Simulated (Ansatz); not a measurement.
Ansatz (a quantum-chemistry and plane-wave program) input (CCSD(T)/def2-SVPD):

Ansatz 0.2 input:
```yaml
crystal:
  periodic: [false, false, false]
  atoms:
    - {symbol: La, position_ang: [-0.00000000, -0.00000000, -0.58607313]}
    - {symbol: Cl, position_ang: [0.00000000, 0.00000000, 1.96506871]}
basis:
  gaussian:
    orbitals: def2-SVPD
magnetization: {spin_polarized: false}
correlation: {method: ccsd_t, electrons: outside_noble_gas}
output: {forces: true}
```

End of the output:

```
cycle  13  -5.57421426 eV  change   -7.5e-7 eV  update   2.7e-5
cycle  14  -5.57422035 eV  change   -6.1e-6 eV  update   2.0e-5
cycle  15  -5.57422673 eV  change   -6.4e-6 eV  update   1.3e-5
cycle  16  -5.57422470 eV  change    2.0e-6 eV  update   7.5e-6
cycle  17  -5.57422384 eV  change    8.7e-7 eV  update   5.0e-6
cycle  18  -5.57422083 eV  change    3.0e-6 eV  update   3.4e-6
cycle  19  -5.57422041 eV  change    4.2e-7 eV  update   2.1e-6
cycle  20  -5.57421964 eV  change    7.7e-7 eV  update   1.2e-6
cycle  21  -5.57421948 eV  change    1.6e-7 eV  update   6.8e-7
perturbative correction -0.17819260 eV, -0.0065484572 hartree
the calculation of the forces begins
Total energy: -13354.22391259 eV, -490.7586769697 hartree
Atom 0 at    -0.000000    -0.000000    -0.586073 Å, force     0.000000     0.000000    -0.706003 eV/Å
Atom 1 at     0.000000     0.000000     1.965069 Å, force    -0.000000    -0.000000     0.706003 eV/Å
Dipole moment:    -0.000000    -0.000000    -0.690468 e Å
```
